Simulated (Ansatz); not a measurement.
`[NH2][V]([NH2])([F])=[S]`. Charge 0, multiplicity 1.

Cartesian coordinates in Å:
```
N -0.194 -1.477 -0.450
V -0.347 0.329 -0.378
N 0.720 1.039 0.905
F 0.155 0.977 -1.917
S -2.237 0.757 0.102
H 0.699 -1.930 -0.593
H -0.933 -2.143 -0.288
H 0.417 1.555 1.716
H 1.721 0.894 0.903
```

(1) List the harmonic frequencies (cm⁻¹, unscaled) at PBE0-D4/def2-TZVP in Ansatz. (Best estimate.)

(2) Is this a minimum?

(3) Give the ideal-gas thermochemistry at 298.15 K and 1 bar (rigid rotor, harmonic oscillator; point group Cs, symmetry number 1).

(4) And at 400, 500, 600, 800 and 1000 K?

(5) Rotational constants (cm⁻¹)?

Answers

(1) The calculation gave: 89, 186, 206, 219, 238, 239, 368, 401, 462, 564, 585, 651, 758, 763, 772, 1516, 1522, 3559, 3563, 3683, 3683.

(2) Yes, all 21 modes are real.

(3) Zero-point energy 143.7 kJ/mol; H(298) − E = 167.0 kJ/mol; entropy 361.7 J/(mol·K), of which translation 169.9, rotation 114.2, vibration 77.6; G(298) − E = 59.1 kJ/mol. Modes under 100 cm⁻¹ are hindered rotations or soft bends, so the harmonic entropy is rough.

(4) 
```
T (K)  H − E (kJ/mol)  S (J/mol/K)  G − E (kJ/mol)
  400           180.0        399.3            20.3
  500           194.0        430.5           -21.2
  600           208.9        457.5           -65.6
  800           240.3        502.6          -161.8
 1000           273.4        539.6          -266.1
```

(5) 0.1106, 0.0777, 0.07604.
